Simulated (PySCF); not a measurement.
**Working with the constants of YbH**

LC-ωPBE constants of YbH, doublet, about 13.9 electrons in the 4f shell (Mulliken) (PySCF, spin-free X2C with a Gaussian nucleus, basis sets Yb x2c-SVPall, H x2c-SVPall; masses 173.9389 and 1.0078 u):

- ωe: 1286.4 cm⁻¹
- ωexe: 16.5 cm⁻¹
- Be: 4.0396 cm⁻¹
- αe: 0.0843 cm⁻¹
- De to Yb (4f14 6s2) + H: 1.64 eV

(1) What force constant and bond length do these constants imply?

(2) Estimate the centrifugal constant D from the Kratzer relation and find the Dunham coefficient a1.

Spin–orbit coupling is left out. The state is the lowest single determinant that the PBE0 search found; with open d or f shells the true ground state can be another one.

## Answers

(1) Reduced mass μred = 1.0020 u; k = 5.8918×10⁻⁷·μred·ωe² (u, cm⁻¹, mdyn/Å) = 0.977 mdyn/Å; Re = √(16.8576/(μred·Be)) (u, cm⁻¹, Å) = 2.041 Å.

(2) D = 4Be³/ωe² = 0.000159 cm⁻¹; a1 = −1 − αeωe/(6Be²) = -2.11.
